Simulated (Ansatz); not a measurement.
Task: Name a neutral molecule of Se, Si and H with HOMO energy (PBE0/def2-TZVPP) between -6.40 and -6.10 eV and HOMO energy (ωB97M-V/def2-TZVPP) between -8.55 and -8.25 eV (Ansatz, PBE0-D4/def2-TZVP geometry).

Result: `[SiH2]1[Se][Se]1` (-6.23 eV, -8.32 eV). Other molecules can fit too; these were computed, each in one conformer that needn't be the lowest.
